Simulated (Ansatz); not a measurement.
Isolated molecules relaxed with PBE0-D4/def2-TZVP in Ansatz; ΔE leaves out vibrations. CCSD(T)/CBS is the MP2 limit (def2-TZVPP, def2-QZVPP) plus CCSD(T) − MP2 in def2-TZVPP, frozen cores. This one scheme is used for every species. DFT in def2-TZVPP. B3LYP here is the variant with VWN-RPA as its local correlation; programs differ in this. HSE06 is defined as in plane-wave codes. def2 core potentials past Kr. For I outer-core shells are correlated without core-valence functions, which leaves a few kJ/mol of doubt a bond. One conformer a species, not always the lowest.

`O[SiH](F)[SiH2]I` → `O[SiH2]I` + `F[SiH]`  (silylene formation by 1,1-elimination)

```
             level  ΔE (kJ/mol)  difference from CCSD(T)/CBS
       LDA (SPW92)        248.6                         32.0
            PBE-D4        225.3                          8.7
         revPBE-D4        220.6                          4.0
           BLYP-D4        200.1                        -16.5
         r2SCAN-D4        237.6                         21.0
            B97M-V        217.5                          0.9
           PBE0-D4        234.3                         17.7
          B3LYP-D4        211.1                         -5.5
        r2SCANh-D4        238.6                         22.0
        r2SCAN0-D4        240.2                         23.6
          HSE06-D4        234.1                         17.5
          BHLYP-D4        222.2                          5.6
      CAM-B3LYP-D4        214.3                         -2.3
           ωB97X-V        224.4                          7.8
           ωB97M-V        203.9                        -12.7
            B2PLYP        204.2                        -12.4
          PBE-QIDH        232.6                         16.0
            revPBE        198.2                        -18.4
              BLYP        178.1                        -38.5
            r2SCAN        234.8                         18.2
              PBE0        224.6                          8.0
             B3LYP        193.4                        -23.2
           r2SCANh        235.5                         18.9
             HSE06        224.7                          8.1
             BHLYP        205.5                        -11.1
         CAM-B3LYP        203.9                        -12.7
           LC-ωPBE        231.1                         14.5
RPA@PBE/def2-TZVPP        189.7                        -26.9
       HF/def2-SVP        190.2                        -26.4
      MP2/def2-SVP        211.9                         -4.7
     CCSD/def2-SVP        194.5                        -22.1
    MP2/def2-TZVPP        221.0                          4.4
SCS-MP2/def2-TZVPP        208.5                         -8.1
CCSD(T)/def2-TZVPP        209.3                         -7.3
     HF/def2-QZVPP        191.3                        -25.3
    MP2/def2-QZVPP        224.9                          8.3
SCS-MP2/def2-QZVPP        212.7                         -3.9
      HF/CBS(def2)        191.2                        -25.4
     MP2/CBS(def2)        228.3                         11.7
    CCSD/CBS(def2)        212.3                         -4.3
       CCSD(T)/CBS        216.6                            0
```

What do rigid-rotor, harmonic-oscillator terms from PBE0-D4/def2-TZVP frequencies (298.15 K, 1 bar) make of the CCSD(T)/CBS value? (An estimate is asked.)

The calculation gave: ΔZPE = -11.1 kJ/mol, ΔH = +207.6 kJ/mol, ΔS = 161 J/(mol·K), ΔG = +159.6 kJ/mol. Modes under 50 cm⁻¹ make the entropy rough.

Largest T1 diagnostic among the species: 0.015.

Leaving LDA and LC-ωPBE aside and taking each functional with its dispersion term where it has one, the values spread over 40.1 kJ/mol, from BLYP-D4 to r2SCAN0-D4. LDA lies +34.2 kJ/mol from PBE without D4. In def2-TZVPP, CCSD(T) changes the Hartree–Fock value by +17.1 kJ/mol (the triples alone add +4.3 kJ/mol) and MP2 by +28.7 kJ/mol.
